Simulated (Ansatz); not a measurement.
Cartesian coordinates in Å:
```
C -1.946 -0.487 0.653
C -1.103 0.694 1.084
S -0.237 1.524 -0.296
Si 1.285 0.124 -0.727
O 0.844 -1.223 -1.544
O 2.364 0.901 -1.679
O 1.864 -0.417 0.700
H -2.474 -0.906 1.515
H -2.686 -0.190 -0.092
H -1.329 -1.276 0.217
H -1.723 1.478 1.522
H -0.356 0.407 1.823
H 0.608 -1.112 -2.466
H 2.635 1.777 -1.399
H 2.255 -1.293 0.688
```

The species carries charge 0 and has multiplicity 1.

(1) List the PBE0/def2-TZVPP orbital energies in eV (Ansatz 0.2.0). (An estimate is asked.)

## Answers

(1) Ansatz gave: Occupied: -2421.92, -1803.92, -522.78, -522.76, -522.76, -279.03, -277.97, -217.28, -161.12, -161.03, -160.93, -145.99, -100.68, -100.67, -100.66, -28.85, -28.06, -27.95, -22.34, -19.54, -16.99, -15.99, -14.85, -14.70, -13.02, -12.28, -11.58, -11.21, -10.85, -10.63, -10.34, -10.20, -9.77, -9.47, -9.13, -8.36, -6.97. Lowest empty: 0.51, 0.61, 1.49, 1.85, 2.14, 2.53, 2.84, 2.86.
